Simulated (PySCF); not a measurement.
Si(CCH)(Me)(OH)2 (C₃H₆O₂Si), SMILES C#C[Si](C)(O)O. Geometry: PBE-D3(BJ)/def2-SVP. The structure was generated by enumeration, and PubChem lists no compound with its InChIKey, so it may never have been made. Other conformers were not sampled.

Method: PBE-D3(BJ)/def2-SVP (PySCF).

Harmonic wavenumbers (cm⁻¹): 114, 126, 138, 203, 228, 264, 266, 340, 372, 384, 576, 695, 697, 700, 740, 747, 792, 869, 879, 917, 1224, 1376, 1381, 2090, 2981, 3080, 3090, 3390, 3756, 3759. Rotational constants (GHz): 3.562, 2.056, 2.002; symmetry number 1.

Problem. Work out the zero-point energy and the ideal-gas rigid-rotor harmonic-oscillator thermochemistry at 298.15 K and 1 atm.

Solution. ZPE = ½ Σ hcν = ½ × 36174 cm⁻¹ = 216.37 kJ/mol. H − E(el) = 242.28 kJ/mol. Entropy in J/(mol K): translation 166.45, rotation 115.00, vibration 93.24, total 374.68. G − E(el) = 130.57 kJ/mol. Cp = 138.87 J/(mol K). Modes under 150 cm⁻¹ make the vibrational entropy uncertain.
